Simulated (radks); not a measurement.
Initial-state core-level shifts of the bismuth ion Bi+ when its valence configuration changes from [Hg] 6p2. All-electron calculation, scalar-relativistic Kohn-Sham, PBEsol, spin-polarised, spherical densities, finite nucleus; open shells are filled with parallel spins first (spin-orbit coupling, left out, can overturn this in heavy ions); Fermi nuclear charge, rms radius 5.5211 fm. Program: a radial shooting solver on a logarithmic mesh with Libxc functionals. Shifts are changes of the shell-averaged eigenvalues in eV (positive: less bound); the change of the density at the nucleus, which sets a Mossbauer isomer shift, is in e/bohr^3, on a base of 3.209e+06.

\begin{tabular}{lrrrrr}
valence & 2s & 2p & 3d & 4d & density at nucleus \\ \hline
[Xe] 4f14 5d9 6s2 6p3 & -6.578 & -6.572 & -6.490 & -6.335 & +91.5 \\
[Xe] 4f14 5d10 6s1 6p3 & -1.519 & -1.515 & -1.536 & -1.547 & -337.0 \\
[Xe] 4f13 5d10 6s2 6p3 & -23.023 & -22.833 & -25.057 & -20.436 & +324.7 \\
[Xe] 4f13.5 5d10 6s2 6p2.5 & -11.406 & -11.313 & -12.416 & -10.160 & +160.6 \\
[Xe] 4f14 5d10 6s1.5 6p2.5 & -0.787 & -0.786 & -0.795 & -0.800 & -165.1 \\
[Xe] 4f13 5d10 6s1.5 6p3.5 & -23.910 & -23.718 & -25.951 & -21.330 & +139.2 \\
[Xe] 4f14 5d9.5 6s2 6p2.5 & -3.284 & -3.281 & -3.242 & -3.168 & +45.4 \\
[Xe] 4f14 5d8 6s2 6p4 & -13.486 & -13.474 & -13.288 & -12.941 & +181.8 \\
\end{tabular}
